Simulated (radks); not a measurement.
Problem. All-electron atom: Ta V in [Xe] 4f14 6p1 (not the ground configuration). All-electron calculation, scalar-relativistic Kohn-Sham, PBE, spin-polarised, spherical densities, finite nucleus; open shells are filled with parallel spins first (spin-orbit coupling, left out, can overturn this in heavy ions); Fermi nuclear charge, rms radius 5.3507 fm. Program: a radial shooting solver on a logarithmic mesh with Libxc functionals. Some entries of the table are withheld. Estimate them.

| orbital | occ. | eigenvalue (eV) | r(max) (bohr) | <r> (bohr) |
|---|---|---|---|---|
| 1s up | 1 | -67394.43 | 0.01168 | 0.01867 |
| 1s down | 1 | -67394.41 | 0.01168 | 0.01867 |
| 2s up | 1 | -11619.45 | 0.06686 | 0.07896 |
| 2s down | 1 | -11619.44 | 0.06686 | 0.07896 |
| 2p up | 3 | -10190.78 | 0.05476 | 0.07057 |
| 2p down | 3 | -10190.77 | 0.05476 | 0.07057 |
| 3s up | 1 | -2698.421 | 0.1887 | 0.2048 |
| 3s down | 1 | -2698.411 | 0.1887 | 0.2048 |
| 3p up | 3 | -2273.292 | 0.1865 | 0.2049 |
| 3p down | 3 | -2273.280 | 0.1865 | 0.2049 |
| 3d up | 5 | -1776.663 | 0.1519 | 0.1856 |
| 3d down | 5 | -1776.652 | 0.1519 | 0.1856 |
| 4s up | 1 | -587.9499 | 0.4289 | 0.4588 |
| 4s down | 1 | -587.9310 | 0.4289 | 0.4588 |
| 4p up | 3 | -448.4708 | 0.4496 | 0.4877 |
| 4p down | 3 | -448.4504 | 0.4496 | 0.4877 |
| 4d up | 5 | -269.7567 | 0.4615 | 0.5232 |
| 4d down | 5 | -269.7308 | 0.4615 | 0.5231 |
| 5s up | 1 | -119.8573 | 0.9853 | (1) |
| 5s down | 1 | -119.7240 | 0.9852 | (2) |
| 5p up | 3 | -85.2815 | 1.113 | 1.251 |
| 5p down | 3 | -85.1017 | 1.112 | 1.249 |
| 4f up | 7 | (3) | 0.4413 | 0.6329 |
| 4f down | 7 | (4) | 0.4413 | 0.6323 |
| 6p up | 1 | -31.1571 | 2.746 | 2.913 |

Solution. 
(1) 5s up <r> (bohr): 1.086
(2) 5s down <r> (bohr): 1.085
(3) 4f up eigenvalue (eV): -72.1399
(4) 4f down eigenvalue (eV): -72.0919
